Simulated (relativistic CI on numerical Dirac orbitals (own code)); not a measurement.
# Yb⁺: calculation against measurement

Computed by Dirac-Coulomb-Breit CI, KLI orbitals optimised for each configuration, model QED, valence Slater integrals scaled by 0.85, P86 correlation energy added to each configuration (own radial code, finite nucleus).

Configurations in the expansion (outside the closed core [Xe]): 4f14 6s, 4f13 6s2, 4f14 5d, 4f13 6s 5d, 4f14 6p, 4f13 6s 6p, 4f14 6d, 4f14 7s, 4f14 7p, 4f13 6s 7s, 4f14 8s, 4f14 5f, 4f13 6s 7p, 4f14 7d, 4f14 8p, 4f13 6s 6d, 4f14 5g, 4f14 6f, 4f13 6s 5f, 4f14 9s, 4f13 6s 8s, 4f14 8d, 4f13 6s 7d. Double excitations out of closed p, d and f shells are left out; levels of such configurations are missing from the list, as are those of other unlisted configurations, and high levels can miss mixing partners.

| Configuration | Term (tabulated) | J | Measured (cm⁻¹) | Computed | Error | Purity (%) |
| --- | --- | --- | --- | --- | --- | --- |
| 4f14 6s | 2S | 1/2 | 0.0 | 0 | 0 | 99 |
| 4f13 6s2 | 2F° | 7/2 | 21418.8 | -139 | -21558 | 100 |
| 4f14 5d | 2D † | 3/2 | 22960.8 | 22255 | -706 | 100 |
| 4f14 5d | 2D † | 5/2 | 24332.7 | 22705 | -1627 | 99 |
| 4f14 6p | 2P° | 3/2 | 30392.2 | 32111 | 1718 | 66 |
| 4f13 6s2 | 2F° | 5/2 | 31568.1 | 10002 | -21566 | 99 |

Measured levels from NIST Handbook of Basic Atomic Spectroscopic Data (Sansonetti and Martin, J. Phys. Chem. Ref. Data 34, 1559 (2005)); pairs were made by configuration, J and term (by order where the table uses no LS term), so strongly mixed levels may be paired wrongly.

Mean error by configuration (cm⁻¹): 4f13 6s2 -21562; 4f14 6p 1718. Over the excited levels the mean absolute error is 14947 cm⁻¹ (5 of the 16 excited levels that our extract of the source holds in range could be paired, and the others can miss by more), and the median relative error of those above 1,000 cm⁻¹ is 68 %. † marks terms whose computed intervals miss the measured ones by more than a factor of 2.5, or configurations far off the rest, from wrong mixing, a near crossing or a doubtful label or measurement; they are left out of the means.

Transition probabilities of persistent lines. The last column rescales the computed rate by the cube of measured over computed energy:

```
λ measured (Å)           Lower            Upper  A tabulated (s⁻¹)  A computed  A rescaled
   3289.37 air  4f14 6s 2S_1/2  4f14 6p 2P°_3/2           1.62e+08    3.48e+08    2.95e+08
```
